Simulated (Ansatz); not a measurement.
Two structures of SnSiH₇F, singlet, reached by relaxing down either side of one saddle point (PBE0-D4/def2-TZVP). Energies are electronic, without zero-point energy. Program: Ansatz 0.2.0. Basis: def2-TZVPP and def2-QZVPP. Cores are frozen in the correlated methods. Filled d shells of the heavier atoms are correlated. Core potentials replace the inner electrons of the atoms past krypton. The def2 sets are not built for correlating such inner shells, so the correlated values are less sure here. Extrapolation: Hartree–Fock as exp(−7.88 √X), correlation as X^−2.97. First:

```
10
angstrom
Sn -1.0889 0.7962 -0.5626
Si -0.0197 -0.9792 0.9513
H -0.8430 0.4149 -2.2028
H -0.4633 2.3398 -0.2127
H -2.7694 0.8040 -0.2493
H 2.1798 0.0247 -0.4324
F 2.3236 0.6598 -1.0919
H -0.2444 -0.6761 2.3882
H 1.4660 -1.0466 0.7633
H -0.5407 -2.3373 0.6489
```

Second:

```xyz
10
angstrom
Sn -0.6677 1.3792 -1.4025
Si 0.5616 -1.3494 1.4539
H -1.4418 2.2733 -2.6254
H -0.2787 2.2925 -0.0223
H -1.4341 -0.0990 -1.0515
H 1.2996 -0.6818 0.3511
F 1.0298 0.8865 -2.1680
H -0.4507 -0.4086 2.0018
H 1.5082 -1.7353 2.5301
H -0.1264 -2.5572 0.9328
```

Which bonds change from the first to the second?

SnSiH₆ ([SiH3][SnH3]) + HF → SnH₃F ([F][SnH3]) + SiH₄; bonds formed: Sn1–F7, Si2–H6; bonds broken: Sn1–Si2, H6–F7.

Give the saddle point's structure and its height above each. (To be estimated.)

Computed: 161.8 kJ/mol above the first and 183.3 kJ/mol above the second (CCSD(T) at an estimated basis limit (MP2 extrapolated from triple and quadruple zeta, plus CCSD(T) − MP2 in triple zeta)).
```xyz
10
angstrom
Sn -0.6414 0.9898 -0.8594
Si 0.3688 -1.0593 1.0027
H -0.8244 0.8745 -2.5423
H -0.4115 2.5391 -0.2116
H -1.9792 0.2109 -0.1066
H 1.1215 -0.0491 -0.2855
F 1.5149 0.6721 -1.1638
H -0.2919 -0.3735 2.1466
H 1.6545 -1.6414 1.4838
H -0.5115 -2.1628 0.5360
```

No T1 diagnostic of these runs exceeds 0.016.

Steps of this kind, hydrogen fluoride cutting a network bond, underlie vapour etching and the fluorination step of atomic layer etching.

Labels in which every atom is bracketed show which atoms are joined, not bond orders.

For scale, one of the runs: CCSD(T)/def2-TZVPP, 221 basis functions, launched by `ansatz run in.yaml --threads 4 --pin off --events-out ev --progress --plain --max-ram 9574MiB`. Time: 2 min of wall clock on 4 CPU threads of an Arm Neoverse V1; the host was shared. Peak host memory: 3.7 GiB.
